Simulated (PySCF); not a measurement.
## Peak assignment

Mapped SMILES: `[NH2:1][Si@@H:2]1[CH2:3][Si@:4]([NH2:5])([SiH3:6])[SiH2:7]1`. Each H is labelled by its parent atom. Ha(C3), Ha(Si7) are cis to N1 on the ring; Hb(C3), Hb(Si7) are trans to N1 on the ring.

All values are calculated (PySCF 2.14): structure optimised with GFN2-xTB, NMR shieldings at PBE0/pcSseg-1/GIAO. Isolated molecule, rapidly exchanging positions averaged, non-relativistic Hamiltonian, one computed conformer.

Referencing at the same level of theory: 1H against TMS.

Problem. Assign these signals to the numbered atoms. 1H NMR (500 MHz, computed): δ 5.60 (m, 1H), 4.35 (m, 1H), 4.21 (m, 1H), 3.55 (s, 3H), 1.21 (m, 1H), 0.92 (m, 1H), 0.32 (br s, 2H), -0.12 (br s, 2H).

Solution. 
```tsv
δ (ppm)	atoms	environment	reason
5.60	H(Si2)	hydrogen on a silicon bonded to C, N, Si, in a 4-membered ring	–
4.35	Hb(Si7)	hydrogen on a silicon bonded to 2 Si, in a 4-membered ring	–
4.21	Ha(Si7)	hydrogen on a silicon bonded to 2 Si, in a 4-membered ring	–
3.55	H(Si6)	hydrogen on a silicon bonded to Si	–
1.21	Hb(C3)	hydrogen on an sp3 CH2 bonded to 2 Si	–
0.92	Ha(C3)	hydrogen on an sp3 CH2 bonded to 2 Si	–
0.32	H(N5)	hydrogen on a nitrogen bonded to Si	exchangeable; this is the value without hydrogen bonding to other molecules
-0.12	H(N1)	hydrogen on a nitrogen bonded to Si	–
```

Exchangeable OH/NH protons stand at their gas-phase positions; hydrogen bonding in a real sample shifts them, mostly to higher δ. Multiplicities follow the n + 1 count of equivalent neighbours, as no J values were calculated; m marks all less simple cases, F and P coupling included.
